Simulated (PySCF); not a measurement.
CH4ClGaO. Atoms are numbered in the order given.

```xyz
8

Ga    -0.4658    -0.0563     0.0000
H     -2.0055     0.1377     0.0000
Cl     0.4723    -1.9758     0.0000
O      0.6927     1.2834     0.0000
C      0.3477     2.6385     0.0000
H      0.7665     3.1397    -0.8904
H      0.7665     3.1397     0.8904
H     -0.7450     2.8209     0.0000
```

Geometry: PBE0-D3(BJ)/def2-SVP. The structure was generated by enumeration; whether it is a known compound was not checked. The values are those of a single conformer.

All values below come from PBE/pcSseg-1 (PySCF).

GIAO shieldings, no solvent; atoms alike by connectivity are averaged. δ = σ(ref) − σ: ¹H against TMS (σ = 31.49 ppm); ³⁵Cl against HCl (σ = 936.5 ppm); ¹⁷O against H2O (σ = 334.3 ppm); ¹³C against TMS (σ = 182.0 ppm), references at their B3LYP-D3(BJ)/def2-TZVP geometries, non-relativistic (without spin–orbit terms, shifts of atoms bonded to Cl or Br come out too high).

```json
[
 {"nucleus": "¹H", "atoms": "H2", "count": "1", "δ (ppm)": "6.35"},
 {"nucleus": "¹H", "atoms": "H6, H7, H8", "count": "3", "δ (ppm)": "4.53"},
 {"nucleus": "³⁵Cl", "atoms": "Cl3", "count": "1", "δ (ppm)": "83.4"},
 {"nucleus": "¹⁷O", "atoms": "O4", "count": "1", "δ (ppm)": "148.6"},
 {"nucleus": "¹³C", "atoms": "C5", "count": "1", "δ (ppm)": "61.7"}
]
```
